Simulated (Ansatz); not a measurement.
One change: `[SiH3][CH2][AlH][S][SiH3]` becomes `C=[CH][AlH][CH2][SiH3]`.

Ansatz, PBE0-D4/def2-TZVP geometries, multiplicity 1. Each molecule was computed in one conformer, which needn't be the lowest.

| property | `[SiH3][CH2][AlH][S][SiH3]` |
| --- | --- |
| HOMO energy (ωB97M-V/def2-TZVPP) / eV | -9.86 |
| LUMO energy (PBE/def2-TZVPP) / eV | -2.00 |
| size of the dipole moment (PBE/def2-TZVPP) / D | 1.54 |
| LUMO energy (PBE0/def2-TZVPP) / eV | -1.25 |
| HOMO–LUMO gap (PBE0/def2-TZVPP) / eV | 6.47 |
| LUMO energy (ωB97M-V/def2-TZVPP) / eV | 0.37 |

Task: Give the same properties after the change, and the shifts. (Best estimate.)

Result: Ansatz gave: 
```json
{"property": "HOMO energy (ωB97M-V/def2-TZVPP) / eV", "`C=[CH][AlH][CH2][SiH3]`": "-10.05", "shift": "-0.19"}
{"property": "LUMO energy (PBE/def2-TZVPP) / eV", "`C=[CH][AlH][CH2][SiH3]`": "-2.35", "shift": "-0.35"}
{"property": "size of the dipole moment (PBE/def2-TZVPP) / D", "`C=[CH][AlH][CH2][SiH3]`": "1.16", "shift": "-0.38"}
{"property": "LUMO energy (PBE0/def2-TZVPP) / eV", "`C=[CH][AlH][CH2][SiH3]`": "-1.51", "shift": "-0.26"}
{"property": "HOMO–LUMO gap (PBE0/def2-TZVPP) / eV", "`C=[CH][AlH][CH2][SiH3]`": "6.34", "shift": "-0.13"}
{"property": "LUMO energy (ωB97M-V/def2-TZVPP) / eV", "`C=[CH][AlH][CH2][SiH3]`": "0.21", "shift": "-0.16"}
```

With PBE0 the HOMO falls by 0.15 eV and the LUMO falls by 0.26 eV, so the gap narrows by about 0.11 eV. PBE moves the HOMO by -0.05 eV and ωB97M-V by -0.19 eV. Dipoles are sizes alone; their direction can turn.
